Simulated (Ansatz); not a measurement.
# Worked example: IBr + BH3 → HI + BH2Br

Gas-phase species: IBr (iodine monobromide), singlet; BH3 (borane) `B`, singlet; HI (hydrogen iodide), singlet; BH2Br `BBr`, singlet. The partners trade Br for H: I–Br and B–H bonds give way to I–H and B–Br.

Shapes, held fixed at every level: PBE0-D4/def2-TZVP. Programs: Ansatz 0.2.0. The zero-point and thermal change to 298 K, harmonic and unscaled (PBE0-D4/def2-TZVP), is -2.9 kJ/mol.

At CCSD(T)/def2-TZVPP; 1 Eh = 2625.50 kJ/mol:

| species | energy (Eh) |
| --- | --- |
| IBr | -2869.846064 |
| BH3 | -26.538313 |
| HI | -297.737430 |
| BH2Br | -2598.702326 |

Problem. Work out ΔH(298 K) of the reaction at this level.

Solution. 
1. Products less reactants: (-297.737430) + (-2598.702326) − [(-2869.846064) + (-26.538313)] = -0.055379 Eh = -145.4 kJ/mol.
2. With the thermal change: -145.4 + (-2.9) = -148.3 kJ/mol.

Other levels give -158.2 (CCSD(T)/def2-SVP) to -125.6 kJ/mol (B3LYP-D4/def2-TZVPP). No measured value is set beside it here. For atoms past krypton def2 sets carry core potentials with scalar relativity. Relativity is left out for Br. Outer-core shells of Br, I are correlated, in sets that cover them unevenly. The median of the other correlated levels is -131.8 kJ/mol.
